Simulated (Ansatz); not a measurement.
The Si1–F2 bond of F2H2Si (SMILES F[SiH2]F) is stretched (multiplicity 1, the rest rigid).
Geometry at rest (charge 0, multiplicity 1):
```csv
atom,x (Å),y (Å),z (Å)
Si,0.2240,-0.1459,0.3605
F,-0.8952,-0.9509,-0.4350
F,0.4091,1.2675,-0.3474
H,1.4898,-0.8862,0.2617
H,-0.2505,0.0788,1.7333
```

Correlated levels freeze the cores.

Programs: Ansatz (Gaussian basis) for Hartree–Fock, density functionals and correlated methods. Each number belongs to the level named beside it.

Energies above the point at 1.592 Å (the B3LYP-D3(BJ) bond length), FIC-MRCISD+Q on CASSCF(6,4)/cc-pV(D+d)Z (kcal/mol): 18.39 at 1.432 Å; 5.32 at 1.751 Å; 145.21 at 5.093 Å.

**Question.** Take the last value as the depth D of a Morse curve D(1 − e^(−a(R − R₀)))², fit a and R₀ to the two near points, and test it at 2.149 and 2.785 Å.

**Answer.** 
With D = 145.2, both near points (counted from the curve's value at 1.592 Å) are met by a = 1.65 Å⁻¹ and R₀ = 1.618 Å, so k = 2Da² = 791 kcal/(mol Å²). The curve then gives 49.1 and 105.7 kcal/mol; the level itself gives 50.2 and 114.6, so Morse is off by -1.0 and -8.9.

Doubts at one or more of the structures used: active orbitals that take no part (FIC-MRCISD+Q on CASSCF(6,4)/cc-pV(D+d)Z).

Ansatz is an electronic-structure program.
